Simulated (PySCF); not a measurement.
AlCl₂, multiplicity 2. Atoms are numbered in the order given.

```xyz
3

Al     0.0000     0.0000     0.7762
Cl     0.0000    -1.8096    -0.2968
Cl     0.0000     1.8096    -0.2968
```
Charge 0, spin multiplicity 2.

Geometry: r2SCAN-D4/def2-TZVP. The multiplicity is an assumed one; other spin states were not compared. The isomer is the one that the SMILES or the coordinates give; other isomers of the formula were not compared.

Method: r2SCAN-D4/def2-TZVP run with PySCF.

Frequencies are harmonic and unscaled.

Problem. Give all harmonic wavenumbers and intensities. (Estimate from the structure and the level; the computed values follow.)

Solution. 
| mode | ν (cm⁻¹) | IR (km/mol) | moving atoms (share of kinetic energy) |
|---|---|---|---|
| 1 | 148 | 7.5 | Cl 72 %, Al 28 % |
| 2 | 458 | 46.6 | Cl 55 %, Al 45 % |
| 3 | 571 | 166.3 | Al 66 %, Cl 34 % |
